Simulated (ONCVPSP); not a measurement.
# Pb (Z = 82): one change to an ONCV potential, before and after

* Element: Pb
* Generator: ONCVPSP 4.0.1
* Type: optimised norm-conserving Vanderbilt (ONCV)
* Functional: LDA (Perdew-Zunger)
* Relativity: scalar-relativistic
* Frozen core: [Xe]
* Valence charge: 28
* Reference configuration: 4f14 5d10 6s2 6p2
* Partial waves: 6s: rc 1.80 bohr, ncon 3, nbas 8, qcut 2.8 1/bohr, 2 projectors, debl 2.6 Ha; 6p: rc 2.85 bohr, ncon 4, nbas 9, qcut 3 1/bohr, 1 projector; 5d: rc 1.65 bohr, ncon 3, nbas 8, qcut 9.1 1/bohr, 3 projectors, debl 2.8 Ha; 4f: rc 0.70 bohr, ncon 5, nbas 10, qcut 26.3 1/bohr, 2 projectors, debl 1.8 Ha
* Local potential: polynomial inside 0.50 bohr (lpopt 5, dvloc0 6 Ha)
* Core correction: Teter function, fcfact 3, rcfact 1.75

In the f channel the program set the typed energies aside and used -4.897, 0.250 Ha.

Change: f: nproj 0; local potential the f channel.

Cutoffs: the cutoffs (Ha) at which the residual kinetic energy of the hardest occupied pseudo-wave falls to 1 and 0.1 mHa per electron; they do not see the model core or the augmentation charge, which bear on the density cutoff. Errors are all-electron minus pseudo energies relative to the spin-unpolarised reference configuration.

**Question.** Predict the effect on cutoff, ghosts and configuration errors.

**Answer.** The potential gets neither clearly harder nor softer (306 Ha and 329 Ha → 306 Ha and 329 Ha); the bound ghosts move from p, s to d, p, s; of the 4 tests that both files solve, the error grows in 0 and shrinks in 2 by more than 15 % and 0.3 meV (median size 43.9 → 27.4 meV); the range in which the s phases agree narrows (upper end 4.4 → 3.2); the range in which the f phases agree narrows (upper end at the end of the scan → 1.6). In the separable form a ghost depends on how the local part lies against the semilocal potential of the channel, so the choice of the local part can create or remove one.

```tsv
quantity	base	changed
cutoff, loose	306 Ha	306 Ha
cutoff, tight	329 Ha	329 Ha
bound ghosts	s, p	s, p, d
GHOST(+) flags under 300 eV	none	s at 92.9 eV
error for 4f14 5d10 6s2 6p1, meV [ΔE 6.83 eV]	-4.2	-3.5
error for 4f14 5d10 6s2 6p0, meV [ΔE 20.59 eV]	-29	-29
error for 4f14 5d10 6s1 6p0, meV [ΔE 53.47 eV]	-101	-101
error for 4f14 5d9 6s2 6p2, meV [ΔE 27.30 eV]	-59	-25
s: phases at 1.83 bohr within 0.05 rad from the reference energy up to (Ha; the scan ends near 5)	4.4	3.2
p: phases at 2.90 bohr within 0.05 rad from the reference energy up to (Ha; the scan ends near 5)	0.9	0.7
d: phases at 1.67 bohr within 0.05 rad from the reference energy up to (Ha; the scan ends near 5)	to the end of the scan	to the end of the scan
f: phases at 0.71 bohr within 0.05 rad from the reference energy up to (Ha; the scan ends near 5)	to the end of the scan	1.6
rms error of d²Exc/dni dnj with the model core, mHa	7.14	7.13
```

 A true bound ghost makes a file unfit for plane-wave use even where its test errors are small: the radial tests pick states by their node count and pass the ghost by.
